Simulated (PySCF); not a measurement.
Vertical excitations of a molecule CH₅FO₂Si from TDDFT-PBE/def2-SVPD in PySCF, as energy in eV (oscillator strength): 6.76 (0.016), 7.17 (0.007), 7.24 (0.014), 7.66 (0.009), 7.75 (0.034), 7.96 (0.027), 8.08 (0.029), 8.17 (0.031), 8.31 (0.007), 8.34 (0.016). Lowest triplet (TDA): 6.63 eV. Coordinates come from a PBE0-D3(BJ)/def2-SVP optimisation. Other conformers were not sampled.

Which structure fits?
(A) CO[SiH](O)F
(B) OC[Si@H](O)F
(C) C[Si](O)(O)F
(D) O[SiH](O)CF

A, CO[SiH](O)F
